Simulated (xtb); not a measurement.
Species: C5H6BN, SMILES `Bc1cccnc1` (charge 0, multiplicity 1).

Give a relaxed geometry from GFN2-xTB run with xtb 6.7.1.

This is not unique; one that fits is the end point of this relaxation, one of several conformers (outside a Z-matrix the atoms follow the SMILES, hydrogens last).
Z-matrix (Å, degrees):
```
C
C 1 1.4030
H 2 1.0813 1 119.52
C 2 1.3828 3 120.15 1 179.95
H 4 1.0795 2 121.28 3 0.01
C 4 1.3879 5 120.56 2 180.00
N 6 1.3231 4 123.16 5 179.92
C 7 1.3197 6 118.04 4 0.10
H 6 1.0828 7 115.59 8 -179.90
H 8 1.0832 7 114.97 6 -179.97
B 1 1.5453 2 122.57 3 0.19
H 11 1.1686 1 119.70 2 -0.32
H 11 1.1688 12 120.31 1 -179.72
```
